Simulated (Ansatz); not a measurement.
Cost against result

Saddle point of SnH6Se, singlet (H₂Se + SnH₄ → SnH₄Se ([SeH][SnH3]) + H₂; bonds formed: Sn1–Se7, H2–H6; bonds broken: Sn1–H2, H6–Se7), PBE0-D4/def2-TZVP structure:

```json
{"atom": "Sn1", "x (Å)": "-0.9270", "y (Å)": "0.1553", "z (Å)": "-0.2493"}
{"atom": "H2", "x (Å)": "0.1765", "y (Å)": "-1.4745", "z (Å)": "0.0217"}
{"atom": "H3", "x (Å)": "-0.5575", "y (Å)": "1.5590", "z (Å)": "-1.1414"}
{"atom": "H4", "x (Å)": "-1.7398", "y (Å)": "0.3233", "z (Å)": "1.2287"}
{"atom": "H5", "x (Å)": "-1.8133", "y (Å)": "-0.8629", "z (Å)": "-1.3250"}
{"atom": "H6", "x (Å)": "0.8368", "y (Å)": "-0.9418", "z (Å)": "0.4857"}
{"atom": "Se7", "x (Å)": "1.6749", "y (Å)": "0.5681", "z (Å)": "1.1405"}
{"atom": "H8", "x (Å)": "2.3493", "y (Å)": "0.6735", "z (Å)": "-0.1611"}
```

Barriers are electronic and count from the start structure reached by relaxing down the imaginary mode.

Program: Ansatz 0.2.0. Basis: as named in each row. Cores are frozen in the correlated methods. Filled d shells of the heavier atoms are correlated. Core potentials replace the inner electrons of the atoms past krypton. The def2 sets are not built for correlating such inner shells, so the correlated values are less sure here. B3LYP uses VWN-RPA correlation. Extrapolation: Hartree–Fock as exp(−7.88 √X), correlation as X^−2.97.

Times are rough, for one single point on 4 threads of a shared host (AMD EPYC 7R43).

The estimate by CCSD(T) at an estimated basis limit (MP2 extrapolated from triple and quadruple zeta, plus CCSD(T) − MP2 in triple zeta) is 166.0 kJ/mol.

| method | basis | time (s) | barrier (kJ/mol) | method less estimate |
| --- | --- | --- | --- | --- |
| SPW92 | def2-SVP | under 1 | 116.2 | -49.8 |
| PBE-D4 | def2-SVP | under 1 | 132.7 | -33.3 |
| SPW92 | def2-TZVPP | under 1 | 115.3 | -50.6 |
| PBE0-D4 | def2-SVP | under 1 | 155.1 | -10.9 |
| PBE-D4 | def2-TZVPP | 1 | 130.0 | -35.9 |
| BLYP-D4 | def2-TZVPP | 1 | 142.4 | -23.6 |
| BHLYP-D4 | def2-TZVPP | 1 | 181.0 | 15.1 |
| B3LYP-D4 | def2-TZVPP | 2 | 158.7 | -7.2 |
| PBE0-D4 | def2-TZVPP | 2 | 150.5 | -15.5 |
| CAM-B3LYP-D4 | def2-TZVPP | 2 | 178.1 | 12.2 |
| r2SCAN-D4 | def2-TZVPP | 2 | 143.9 | -22.1 |
| r2SCAN0-D4 | def2-TZVPP | 2 | 158.7 | -7.2 |
| CCSD(T) | def2-SVP | 3 | 196.2 | 30.3 |
| RPA on PBE | def2-TZVPP | 3 | 182.9 | 17.0 |
| wB97M-V | def2-SVP | 3 | 179.8 | 13.8 |
| B2PLYP | def2-TZVPP | 3 | 171.1 | 5.1 |
| PBE-QIDH | def2-TZVPP | 3 | 169.5 | 3.5 |
| wB97X-V | def2-TZVPP | 4 | 182.0 | 16.0 |
| B97M-V | def2-TZVPP | 4 | 162.3 | -3.7 |
| wB97M-V | def2-TZVPP | 4 | 176.8 | 10.9 |
| MP2 | def2-QZVPP | 10 | 166.9 | 0.9 |
| CCSD(T) | def2-TZVPP | 42 | 182.2 | 16.2 |

All methods are single points on the PBE0-D4 structures.

No T1 diagnostic of these runs exceeds 0.014.

Labels in which every atom is bracketed show which atoms are joined, not bond orders.
